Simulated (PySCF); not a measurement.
diisopropyl telluride (C6H14Te), singlet, at a GFN2-xTB geometry (core potentials on Te); PySCF with DF-SCAN/def2-SVP.

Input for PySCF:
```python
from pyscf import gto, scf, dft

mol = gto.Mole()
mol.atom = '''
    C     1.822818    1.392466    1.169686
    C     1.548053   -0.077525    0.918238
    C     2.816040   -0.819424    0.542591
    Te    0.041550   -0.351737   -0.660699
    C    -1.610147    0.375309    0.601490
    C    -2.047211    1.769598    0.192414
    C    -2.776248   -0.594587    0.564080
    H     2.236065    1.862872    0.279413
    H     2.543137    1.506105    1.980628
    H     0.913656    1.919515    1.451614
    H     1.119947   -0.524624    1.817375
    H     2.617423   -1.877039    0.384065
    H     3.556345   -0.723460    1.336591
    H     3.242457   -0.409914   -0.370893
    H    -1.196459    0.404591    1.610779
    H    -1.213686    2.468561    0.216278
    H    -2.457571    1.759222   -0.815440
    H    -2.819427    2.135442    0.870037
    H    -2.469341   -1.588687    0.881971
    H    -3.181435   -0.665238   -0.443475
    H    -3.571559   -0.252054    1.226406
'''
mol.basis = 'def2-svp'
mol.ecp = {'Te': 'def2-svp'}
mol.charge = 0
mol.spin = 0
mol.verbose = 4
mol.build()

mf = dft.RKS(mol)
mf.xc = 'scan'
mf.grids.level = 2
mf = mf.density_fit(auxbasis='def2-universal-jkfit')
mf.kernel()
```

The log (banner, timings and long lists left out):

```
PySCF version 2.14.0

[INPUT] verbose = 4
[INPUT] num. atoms = 21
[INPUT] num. electrons = 74
[INPUT] charge = 0
[INPUT] spin (= nelec alpha-beta = 2S) = 0
[INPUT] symmetry False subgroup None
[INPUT] Mole.unit = angstrom
[INPUT] Symbol           X                Y                Z      unit          X                Y                Z       unit  Magmom
[...]
nuclear repulsion = 446.653062628269
number of shells = 88
number of NR pGTOs = 303
number of NR cGTOs = 180
basis = def2-svp
ecp = {'Te': 'def2-svp'}

******** <class 'pyscf.df.df_jk.DFRKS'> ********
method = DFRKS
initial guess = minao
damping factor = 0
level_shift factor = 0
DIIS = <class 'pyscf.scf.diis.CDIIS'>
diis_start_cycle = 1
diis_space = 8
diis_damp = 0
SCF conv_tol = 1e-09
SCF conv_tol_grad = None
SCF max_cycles = 50
direct_scf = False
XC library pyscf.dft.libxc version 7.1.2
    S. Lehtola, C. Steigemann, M. J. T. Oliveira, and M. A. L. Marques,  SoftwareX 7, 1–5 (2018)
XC functionals = scan
    J. Sun, A. Ruzsinszky, and J. P. Perdew,  Phys. Rev. Lett. 115, 036402 (2015)
    J. Sun, A. Ruzsinszky, and J. P. Perdew,  Phys. Rev. Lett. 115, 036402 (2015)
radial grids:
    Treutler-Ahlrichs [JCP 102, 346 (1995); DOI:10.1063/1.469408] (M4) radial grids

becke partition: Becke, JCP 88, 2547 (1988); DOI:10.1063/1.454033
pruning grids: <function nwchem_prune>
grids dens level: 2
symmetrized grids: False
atomic radii adjust function: <function treutler_atomic_radii_adjust>
small_rho_cutoff = 0
Set gradient conv threshold to 3.16228e-05
Initial guess from minao.
tot grids = 156504
init E= -477.059116927087
[...]
cycle= 1 E= -502.061557664399  delta_E=  -25  |g|= 3.31  |ddm|= 9.73
[...]
cycle= 2 E= -496.535089441775  delta_E= 5.53  |g|= 4.62  |ddm|= 24.7
[...]
cycle= 3 E= -504.666688375499  delta_E= -8.13  |g|= 0.755  |ddm|= 23.5
[...]
cycle= 4 E= -504.787824927001  delta_E= -0.121  |g|= 0.525  |ddm|= 1.94
[...]
cycle= 5 E= -504.860240782605  delta_E= -0.0724  |g|= 0.201  |ddm|= 0.81
[...]
cycle= 6 E= -504.870796766871  delta_E= -0.0106  |g|= 0.0566  |ddm|= 0.28
[...]
cycle= 7 E= -504.871679996184  delta_E= -0.000883  |g|= 0.0168  |ddm|= 0.0877
[...]
cycle= 8 E= -504.871758801918  delta_E= -7.88e-05  |g|= 0.00439  |ddm|= 0.0231
[...]
cycle= 9 E= -504.871763047992  delta_E= -4.25e-06  |g|= 0.00242  |ddm|= 0.00864
[...]
cycle= 10 E= -504.871764727613  delta_E= -1.68e-06  |g|= 0.000499  |ddm|= 0.00337
[...]
cycle= 11 E= -504.871764803264  delta_E= -7.57e-08  |g|= 0.000123  |ddm|= 0.001
[...]
cycle= 12 E= -504.871764808059  delta_E= -4.8e-09  |g|= 2.98e-05  |ddm|= 0.000232
[...]
cycle= 13 E= -504.871764808246  delta_E= -1.87e-10  |g|= 1.4e-05  |ddm|= 5.67e-05
[...]
Extra cycle  E= -504.871764808164  delta_E= 8.22e-11  |g|= 2.1e-05  |ddm|= 5.85e-05
converged SCF energy = -504.871764808164
```
